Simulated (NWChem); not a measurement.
System: BeGeH4Se; SMILES [SeH][Be][GeH3]

Here is an NWChem input.

```
start job
memory heap 200 mb stack 900 mb global 1100 mb
geometry units angstroms noautoz
  Be    -0.003564     0.098767     0.000392
  Se    -0.090190     2.137964     0.008251
  H      1.353076     2.190595    -0.290772
  Ge     0.060520    -2.098680    -0.001418
  H      0.478544    -2.683031    -1.368460
  H      1.051939    -2.667432     1.037215
  H     -1.315639    -2.717489     0.330822
end
basis spherical
  * library def2-svpd
end
dft
  xc hfexch
  iterations 150
  mulliken
end
task dft energy
```

Output (shortened):

```
             Northwest Computational Chemistry Package (NWChem) 7.3.0
             --------------------------------------------------------

 C1  symmetry detected

                             Geometry "geometry" -> ""
                             -------------------------

 Output coordinates in angstroms (scale by  1.889725989 to convert to a.u.)

  No.       Tag          Charge          X              Y              Z
 ---- ---------------- ---------- -------------- -------------- --------------
    1 Be                   4.0000    -0.00629892     0.09832511    -0.00029065
    2 Se                  34.0000    -0.02980746     2.13924095    -0.00000111
    3 H                    1.0000     1.44503158     2.14640533     0.00005839
    4 Ge                  32.0000    -0.01095865    -2.10005192    -0.00001521
    5 H                    1.0000     0.65739090    -2.69904101    -1.25681071
    6 H                    1.0000     0.73121320    -2.69802949     1.21520196
    7 H                    1.0000    -1.44430942    -2.67516615     0.04323739

 Effective nuclear repulsion energy (a.u.)     265.2756033622

  xc_inp: hfexch multiplicative factor not found.

                                 NWChem DFT Module
                                 -----------------

 Summary of "ao basis" -> "ao basis" (spherical)
 ------------------------------------------------------------------------------
       Tag                 Description            Shells   Functions and Types
 ---------------- ------------------------------  ------  ---------------------
 Be                        def2-svpd                 6       12   3s3p
 Se                        def2-svpd                15       41   6s5p4d
 H                         def2-svpd                 4        8   2s2p
 Ge                        def2-svpd                14       38   6s4p4d

            General Information
            -------------------
          SCF calculation type: DFT
          Wavefunction type:  closed shell.
          No. of atoms     :     7
          No. of electrons :    74
           Alpha electrons :    37
            Beta electrons :    37
          Charge           :     0
          Spin multiplicity:     1
          Use of symmetry is: off; symmetry adaption is: off
          Maximum number of iterations: 150
          AO basis - number of functions:   123
                     number of shells:    51
          Convergence on energy requested:  1.00D-06
          Convergence on density requested:  1.00D-05
          Convergence on gradient requested:  5.00D-04

              XC Information
              --------------
                     Hartree-Fock (Exact) Exchange  1.000

      Superposition of Atomic Density Guess
      -------------------------------------

 Sum of atomic energies:       -4491.10835210

      Non-variational initial energy
      ------------------------------

 Total energy =   -4491.974920
 1-e energy   =   -6787.208281
 2-e energy   =    2029.957757
 HOMO         =      -0.298730
 LUMO         =       0.012951

     ---------------------------------------------
      Total Density - Mulliken Population Analysis
     ---------------------------------------------

    Atom       Charge   Shell Charges
 -----------   ------   -------------------------------------------------------
    1 Be   4     3.31   1.99  0.84 -0.06  0.55  0.01 -0.02
    2 Se  34    34.89   2.00  2.00  2.00  1.35  0.50  0.10  6.00  5.98  2.03  2.70  0.18  8.20  1.76  0.08  0.03
    3 H    1     0.70   0.56  0.08  0.02  0.03
    4 Ge  32    32.16   2.00  2.00  2.00  1.11  0.35  0.05  6.00  5.98  1.27  1.33  8.12  1.81  0.11  0.03
    5 H    1     0.98   0.68  0.29  0.01 -0.00
    6 H    1     0.98   0.68  0.29  0.01 -0.00
    7 H    1     0.98   0.68  0.29  0.01 -0.00

   convergence    iter        energy       DeltaE   RMS-Dens  Diis-err
 ---------------- ----- ----------------- --------- --------- ---------
 d= 0,ls=0.0,diis     1  -4491.5953159408 -4.76D+03  5.84D-03  1.42D-01
 d= 0,ls=0.0,diis     2  -4491.6337540822 -3.84D-02  2.07D-03  2.33D-02
 d= 0,ls=0.0,diis     3  -4491.6380797929 -4.33D-03  1.00D-03  3.67D-03
 d= 0,ls=0.0,diis     4  -4491.6388469650 -7.67D-04  2.51D-04  1.87D-04
 d= 0,ls=0.0,diis     5  -4491.6389026955 -5.57D-05  6.81D-05  1.07D-05
  Resetting Diis
 d= 0,ls=0.0,diis     6  -4491.6389080253 -5.33D-06  1.40D-05  1.51D-06
 d= 0,ls=0.0,diis     7  -4491.6389084354 -4.10D-07  5.48D-06  1.84D-07

         Total DFT energy =    -4491.638908435381
      One electron energy =    -6790.623407335759
           Coulomb energy =     2200.916079041090
    Exchange-Corr. energy =     -167.207183502927
 Nuclear repulsion energy =      265.275603362215

 Numeric. integr. density =        0.000000000000

                       DFT Final Molecular Orbital Analysis
                       ------------------------------------

 Vector   35  Occ=2.000000D+00  E=-4.469615D-01
              MO Center= -2.3D-03,  1.5D+00,  4.1D-04, r^2= 3.6D+00
   Bfn.  Coefficient  Atom+Function         Bfn.  Coefficient  Atom+Function
  ----- ------------  ---------------      ----- ------------  ---------------
    29      0.424324  2 Se py                26      0.370502  2 Se py
     2     -0.290320  1 Be s                 16      0.251657  2 Se s
    23     -0.242615  2 Se py                 3      0.215624  1 Be s
    18     -0.202982  2 Se s                  1      0.162074  1 Be s
    78     -0.162351  4 Ge py                15     -0.152735  2 Se s

 Vector   36  Occ=2.000000D+00  E=-3.892529D-01
              MO Center= -2.0D-02, -8.4D-01, -1.6D-05, r^2= 4.1D+00
   Bfn.  Coefficient  Atom+Function         Bfn.  Coefficient  Atom+Function
  ----- ------------  ---------------      ----- ------------  ---------------
     5      0.370276  1 Be py                75      0.311483  4 Ge py
    78      0.228758  4 Ge py                26      0.211643  2 Se py
    72     -0.190713  4 Ge py                 2      0.188327  1 Be s
    29      0.175190  2 Se py                23     -0.135619  2 Se py
    66      0.118455  4 Ge s                116     -0.117599  7 H  s

 Vector   37  Occ=2.000000D+00  E=-3.630746D-01
              MO Center=  2.5D-03,  2.0D+00, -1.7D-04, r^2= 2.1D+00
   Bfn.  Coefficient  Atom+Function         Bfn.  Coefficient  Atom+Function
  ----- ------------  ---------------      ----- ------------  ---------------
    30      0.570772  2 Se pz                27      0.471050  2 Se pz
    24     -0.301536  2 Se pz                 6     -0.119892  1 Be pz
    21      0.097554  2 Se pz                33      0.066359  2 Se pz
    79     -0.054851  4 Ge pz                45     -0.033646  2 Se d -1
    50     -0.030958  2 Se d -1               9      0.028249  1 Be pz

 Vector   38  Occ=0.000000D+00  E= 3.976833D-02
              MO Center= -6.7D-02, -1.1D-01, -7.8D-03, r^2= 8.2D+00
   Bfn.  Coefficient  Atom+Function         Bfn.  Coefficient  Atom+Function
  ----- ------------  ---------------      ----- ------------  ---------------
    10      0.932495  1 Be px                67     -0.356700  4 Ge s
    11     -0.353346  1 Be py                18      0.322752  2 Se s
     4     -0.318791  1 Be px                66      0.232088  4 Ge s
    95      0.161189  4 Ge d -2              31     -0.157046  2 Se px
     3     -0.135340  1 Be s                 55     -0.132610  3 H  s

 Vector   39  Occ=0.000000D+00  E= 5.196934D-02
              MO Center= -1.1D-01, -2.2D-01,  1.3D-03, r^2= 9.2D+00
   Bfn.  Coefficient  Atom+Function         Bfn.  Coefficient  Atom+Function
  ----- ------------  ---------------      ----- ------------  ---------------
    12      1.174547  1 Be pz                33     -0.385971  2 Se pz
     6     -0.297179  1 Be pz                30     -0.200972  2 Se pz
     9     -0.191239  1 Be pz                96      0.184355  4 Ge d -1
    27     -0.133624  2 Se pz               100      0.091024  5 H  s
   108     -0.087913  6 H  s                 24      0.082827  2 Se pz

 Vector   40  Occ=0.000000D+00  E= 5.636877D-02
              MO Center=  5.6D-01,  1.9D+00,  6.2D-03, r^2= 1.3D+01
   Bfn.  Coefficient  Atom+Function         Bfn.  Coefficient  Atom+Function
  ----- ------------  ---------------      ----- ------------  ---------------
    67     -4.428843  4 Ge s                 66      4.187912  4 Ge s
    11     -2.718288  1 Be py                18      1.995735  2 Se s
     3     -1.378867  1 Be s                 32     -0.739451  2 Se py
     8      0.635369  1 Be py               117     -0.395756  7 H  s
   101     -0.375868  5 H  s                109     -0.371237  6 H  s

     ---------------------------------------------
      Total Density - Mulliken Population Analysis
     ---------------------------------------------

    Atom       Charge   Shell Charges
 -----------   ------   -------------------------------------------------------
    1 Be   4     3.14   1.99  0.65 -0.30  0.81  0.01 -0.02
    2 Se  34    34.78   2.00  2.00  2.00  1.30  0.59  0.12  6.00  5.98  1.93  2.58  0.21  8.20  1.75  0.10  0.04
    3 H    1     0.87   0.67  0.13  0.03  0.04
    4 Ge  32    31.94   2.00  2.00  2.00  1.02  0.10  0.11  6.00  5.98  1.35  1.25  8.15  1.80  0.16  0.04
    5 H    1     1.09   0.71  0.37  0.01 -0.00
    6 H    1     1.09   0.71  0.37  0.01 -0.00
    7 H    1     1.09   0.71  0.37  0.01 -0.00

     -------------------------------------------
      Total Density - Lowdin Population Analysis
     -------------------------------------------

[...]
```

Level: Hartree-Fock/def2-SVPD. Coordinates come from a PBE0/def2-SVP optimisation.
